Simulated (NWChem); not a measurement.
System: trimethylarsine (C$_{3}$H$_{9}$As); SMILES C[As](C)C

Program: NWChem. Pople sets run with spherical d functions. Structure relaxed at the PBE-D3(BJ)/def2-SVP level. Ions are spin-unrestricted doublets at the neutral geometry; other ion states weren't tried. Functional: LC-ωPBE (HJS hole) with 6-31G*; the question gives the range parameter ω in 1/bohr.

**Question.** Estimate the computed values for range parameter (1/bohr) 0.10. Quantities: vertical ionisation energy, ΔSCF (eV); −ε(HOMO) (eV).

**Answer.** The vertical ionisation energy, ΔSCF (eV) is 8.41 and the −ε(HOMO) (eV) is 6.72.
